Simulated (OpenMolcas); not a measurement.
A run on Co3+ among 6 point charges of -2.2 e arranged as a trigonal prism (D3h), 2 Å from the ion, with a polar angle of 43.2° against the regular 49.1°.

* Program: OpenMolcas 26.06
* Method: SS-CASPT2, IPEA 0.25 Eh, imaginary shift 0.1 Eh (closed shells correlated: 3s 3p)
* Basis: ANO-RCC-VDZP [5s4p2d1f]
* Scalar Hamiltonian: DKH2, point nucleus
* Active space: 6 electrons in 5 orbitals (3d)
* State averaging: 2S+1 = 5 even, 5 roots; 2S+1 = 3 even, 45 roots; 2S+1 = 1 even, 50 roots
* Spin-orbit coupling: RASSI with atomic mean-field integrals over the reference wave functions

First CASPT2 step and the start of its output:

```
&CASPT2
Multistate=5 1 2 3 4 5
NoMult
Frozen=5
IPEA=0.25
Imaginary=0.1
MaxIter=60
WThr=0.0 0.3 0.05
PrWF=0.5
NoMix
```

```
--- CASPT2 ---
Orbital specifications:
      -----------------------

      Symmetry species                           1
                                                 a
      Frozen orbitals                            5
      Inactive orbitals                          4
      Active orbitals                            5
      Secondary orbitals                        20
      Deleted orbitals                           0
      Number of basis functions                 34
Type of calculation                        SS-CASPT2
      Fock operator                              state-specific
      IPEA shift                                 0.25
      Real shift                                 0.00
      Imaginary shift                            0.10
      The input orbitals will be transformed to quasi-canonical
Reference energy:       -1400.3602482301
      E2 (Non-variational):      -0.3215336165
      Shift correction:          -0.0003268746
      E2 (Variational):          -0.3218604911
      Total energy:           -1400.6821087212
      Residual norm:              0.0000009790
      Reference weight:           0.94688
      Contributions to the CASPT2 correlation energy
      Active & Virtual Only:         -0.0993993723
      One Inactive Excited:          -0.1508851938
      Two Inactive Excited:          -0.0712490505
Reference energy:       -1400.3602482299
      E2 (Non-variational):      -0.3217970366
      Shift correction:          -0.0003274869
      E2 (Variational):          -0.3221245236
      Total energy:           -1400.6823727535
      Residual norm:              0.0000009866
      Reference weight:           0.94678
      Contributions to the CASPT2 correlation energy
      Active & Virtual Only:         -0.0995151320
...
```

Over all roots the printed reference weights run from 0.00 to 0.95, and roots that are degenerate in the reference spread by up to 410000 cm-1.

Problem. Did the run give usable levels, and if not, why?

Solution. No. The equations converged, but the reference weight falls to 0.00 for at least one root against 0.95 for the best. A drop of that size marks an intruder state, so the energies of such roots and the levels built on them can't be trusted.
